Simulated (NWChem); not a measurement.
**Correlation energy of trichloroethylene (C₂HCl₃)**

```xyz
6

Cl    -2.1917    -0.6168     0.0000
C     -0.9604     0.5683     0.0000
C      0.3477     0.2788     0.0000
Cl     0.9658    -1.3170     0.0000
Cl     1.5185     1.5404     0.0000
H     -1.2968     1.6060     0.0000
```
Charge 0, spin multiplicity 1.

Program: NWChem. All single points use one geometry, from PBE0/def2-SVP, a minimum by its harmonic frequencies.

Basis set: cc-pVDZ. Each correlation energy counts from its own Hartree-Fock reference.

The correlated methods keep 17 core orbitals frozen. Coupled-cluster values serve here as a point of comparison, not as the truth.

Question: One of these methods gave a correlation energy of -713.1 mHa. Which?
A) RI-MP2
B) CR-CCSD(T)
C) CCSD+T(CCSD)
D) CCSD

Answer: D, CCSD. The others give -672.5 (RI-MP2), -737.0 (CCSD+T(CCSD)), -729.1 (CR-CCSD(T)).
